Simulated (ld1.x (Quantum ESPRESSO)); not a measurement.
# P: one change to a TM potential, before and after

P (Z = 15), norm-conserving Troullier–Martins (Kleinman–Bylander form), made with ld1.x (Quantum ESPRESSO) 7.5 (PW91, non-relativistic). Core [Ne], reference 3s2 3p3. Waves: 3s (bound): rc 1.35 bohr; 3p (bound): rc 2.05 bohr. Local part: all-electron potential smoothed inside 1.90 bohr (lloc = -2). Core correction: a·sin(br)/r model core, default radius (core density twice the valence density).

All-electron outer shells of the reference configuration (PW91, non-relativistic, ld1.x):

```csv
shell,level (eV),outermost node (bohr),outermost maximum (bohr)
2p,-124.69,–,0.36
3s,-13.94,0.66,1.58
3p,-5.56,0.64,1.83
```

Change: core correction a·sin(br)/r model core inside 1.30 bohr.

Cutoffs: the cutoffs (Ry, on a coarse ladder) from which the occupation-weighted sum of valence levels, in a spherical-Bessel basis at the reference potential, stays within 10 and 1 mRy of its value at 400 Ry; they do not see the model core or the augmentation charge, which bear on the density cutoff. Errors are all-electron minus pseudo energies relative to the spin-unpolarised reference configuration.

Problem. Predict the effect on cutoff, ghosts and configuration errors.

Solution. The potential gets neither clearly harder nor softer (35 Ry and 70 Ry → 35 Ry and 70 Ry); of the 7 tests that both files solve, the error grows in 2 and shrinks in 4 by more than 15 % and 0.3 meV (median size 2.8 → 2.6 meV); neither file shows a bound ghost. The default core radius of the base comes out at 0.99 bohr. A wider model core is smoother and lowers the density cutoff, which this test does not measure.

| quantity | base | changed |
| --- | --- | --- |
| cutoff, loose | 35 Ry | 35 Ry |
| cutoff, tight | 70 Ry | 70 Ry |
| bound ghosts | none | none |
| error for 3s2 3p2, meV [ΔE 9.79 eV] | +2.6 | +2.1 |
| error for 3s2 3p1, meV [ΔE 29.01 eV] | +19 | +14 |
| error for 3s2 3p0, meV [ΔE 58.84 eV] | +64 | +53 |
| error for 3s1 3p3, meV [ΔE 18.82 eV] | +4.3 | +2.6 |
| error for 3s0 3p5, meV [ΔE 17.03 eV] | -2.8 | -3.8 |
| error for 3s2 3p3.3, meV [ΔE -1.32 eV] | +0.1 | +0.1 |
| error for 3s1 3p4, meV [ΔE 8.45 eV] | -0.6 | -0.9 |
| s: phases at 2.25 bohr within 0.05 rad from the reference energy up to (Ry; the scan ends near 5) | 3.1 | 3.1 |
| p: phases at 2.25 bohr within 0.05 rad from the reference energy up to (Ry; the scan ends near 5) | 3.8 | 3.8 |
